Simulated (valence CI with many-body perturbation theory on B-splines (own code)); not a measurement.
Se²⁸⁺: input, log and results

Calculated by relativistic CI+MBPT: four valence electrons over a frozen Dirac-Fock core [He], a basis of 6 s, 6 p, 5 d, 3 f, 1 g functions for each j, with the one-electron correlation potential Σ1 (screened to all orders), the two-electron term Σ2, the three-electron term Σ3, Breit, model QED; selected single and double excitations, second order for the rest, scaled by the run's own slope (own B-spline code, finite nucleus).

Command, and the settings that its task file holds:

```sh
python run_cv.py task.json out
```

```
atom Se  Z=34  mass_number=80  rms_radius_fm=4.1400
core [He]
valence 2s2 2p2
avg = 1
basis = S
breit = 1
cap = 10000
capref = 1200
cscale = 1
de = 0.0
dress = 0
ecut = 56.89
eps = 2e-08
extrap = 1
h = 0.27
hh = 1
l2 = 3
lcore = 6
maxit = 60
n2 = 5
natural = 1
nlev = 21
nno = [3, 3, 3, 2, 1]
nroot = 26
nsp = [3, 3, 2, 1, 0]
pt2 = 1
qed = 1
rpa = 1
s1 = 1
s2 = 1
s3 = 1
screen = 1
tol = 2e-05
whole = 1
```

It took 11 s on 1 thread of Arm Neoverse V1 (shared host).

Log. The first blocks belong to the next ion, which gives the ionisation energy. Fields: 2J, parity (1 odd), roots, reference size, generating configurations, candidates as configurations/state functions, variational space P, stored matrix elements, Davidson steps; e2 is the range of second-order energies in hartree. The first line gives the box (bohr), its intervals, the orbitals and the steps of their self-consistent field. Window is the range of levels sought, series limit the energy at which the first omitted orbital would enter, core excitation an estimate of the first excitation out of the core, left out the lowest levels not solved, and shifts from estimates the range by which levels moved from their first estimate, all in cm⁻¹.

```
rmax 2.0 intervals 56 orbitals 36 references ['2s2 2p2', '2s 2p3', '2p4'] scf 3 t 0.2
2J=1 par=1 roots 2 ref 40 generators 2 cand 633/900 P 665/940 nnz 0 it 0
2J=1 par=1 roots 2 ref 40 generators 3 cand 115/172 P 780/1112 nnz 0 it 0
   second order: generators 9 cand 863/1285 e2 -0.00001 -0.00000
reference levels 448, estimated 348, window 14265560 1/cm; series limit 19277936, core excitation 92025054
2J=0 par=0 roots 6 ref 28 generators 12 cand 655/1001 P 2362/3520 nnz 9.6e+05 it 4
2J=0 par=0 roots 6 ref 28 generators 15 cand 693/1088 P 3055/4608 nnz 1.5e+06 it 5
   second order: generators 26 cand 2972/4671 e2 -0.00001 -0.00000
2J=2 par=0 roots 7 ref 58 generators 19 cand 490/1353 P 1622/4738 nnz 2.3e+06 it 5
2J=2 par=0 roots 7 ref 58 generators 20 cand 1440/5259 P 3062/9997 nnz 7.9e+06 it 7
   second order: generators 30 cand 3639/15415 e2 -0.00004 -0.00000
2J=4 par=0 roots 7 ref 64 generators 19 cand 506/1456 P 1626/5156 nnz 2.9e+06 it 5
2J=4 par=0 roots 7 ref 64 generators 21 cand 1026/4817 P 2652/9973 nnz 8.6e+06 it 5
   second order: generators 28 cand 4407/23842 e2 -0.00018 -0.00001
2J=4 par=1 roots 8 ref 67 generators 20 cand 488/1451 P 1600/5155 nnz 2.9e+06 it 5
2J=4 par=1 roots 8 ref 67 generators 21 cand 914/4845 P 2514/10000 nnz 8.9e+06 it 7
   second order: generators 39 cand 6957/39524 e2 -0.00080 -0.00004
2J=2 par=1 roots 7 ref 62 generators 18 cand 523/1419 P 1768/4974 nnz 2.5e+06 it 5
2J=2 par=1 roots 7 ref 62 generators 18 cand 1289/5383 P 3057/10357 nnz 8.4e+06 it 5
   second order: generators 32 cand 4791/18507 e2 -0.00014 -0.00000
2J=6 par=1 roots 3 ref 47 generators 12 cand 396/996 P 1202/3502 nnz 1.5e+06 it 4
2J=6 par=1 roots 3 ref 47 generators 13 cand 1141/6487 P 2343/9989 nnz 9.8e+06 it 5
   second order: generators 27 cand 6635/42150 e2 -0.00018 -0.00002
2J=0 par=1 roots 3 ref 24 generators 9 cand 674/1003 P 2343/3530 nnz 9.6e+05 it 4
2J=0 par=1 roots 3 ref 24 generators 10 cand 805/1439 P 3148/4969 nnz 1.8e+06 it 4
   second order: generators 14 cand 1109/1654 e2 -0.00001 -0.00000
2J=6 par=0 roots 1 ref 41 generators 6 cand 284/1202 P 1121/3706 nnz 1.7e+06 it 5
2J=6 par=0 roots 1 ref 41 generators 8 cand 1593/6588 P 2714/10294 nnz 9e+06 it 5
   second order: generators 11 cand 2674/16815 e2 -0.00005 -0.00005
2J=8 par=1 roots 1 ref 24 generators 4 cand 350/1344 P 1256/3859 nnz 1.7e+06 it 4
2J=8 par=1 roots 1 ref 24 generators 5 cand 1239/5658 P 2495/9517 nnz 8.7e+06 it 5
   second order: generators 12 cand 3470/23036 e2 -0.00003 -0.00003
left out: unestimated 20658491, estimated 15135346, shifts from estimates -13 to 54
operators 0.1
```

The Davidson iterations converged. The settings are bad on purpose, so the numbers may not be properties of the ion.

No measured spectrum was set against this ion. As an estimate, large intervals hold to a few tenths of a per cent, small ones and those within an open d or f shell to about a per cent.

```yaml
Valence_energy: -499.6785 hartree
Ionisation_energy: "3149.9 eV (NIST: 3146 ± 3 eV (semi-empirical))"
Reference_configurations_for_the_orbitals: 2s2 2p2, 2s 2p3, 2p4
Radial_orbitals: 36
Box_radius: 2.013 bohr
Largest_variational_space: 10357
Lowest_levels: (2s^2 2p1/2^2) J=0 0, (2s^2 2p1/2 2p3/2) J=1 297810, (2s^2 2p1/2 2p3/2) J=2 373750, (2s^2 2p3/2^2) J=2 728810, (2s^2 2p3/2^2) J=0 908840, (2s 2p1/2^2 2p3/2) J=2 996380, (2s 2p1/2^2 2p3/2) J=1 1345600, (2s 2p1/2 2p3/2^2) J=2 [a] 1415300, (2s 2p1/2 2p3/2^2) J=3 1521700, (2s 2p1/2 2p3/2^2) J=0 1680300, (2s 2p1/2 2p3/2^2) J=1 [a] 1716800, (2s 2p1/2 2p3/2^2) J=2 [b] 1773500, (2s 2p1/2 2p3/2^2) J=1 [b] 1876900, (2s 2p3/2^3) J=2 2072500 cm⁻¹
```

Levels are named by their leading jj configuration (3d3/2^4 stands for four electrons in 3d with j = 3/2), which in mixed levels can hold well under half, so a name can repeat and another be missing. Letters in brackets count levels of one name in rising energy.
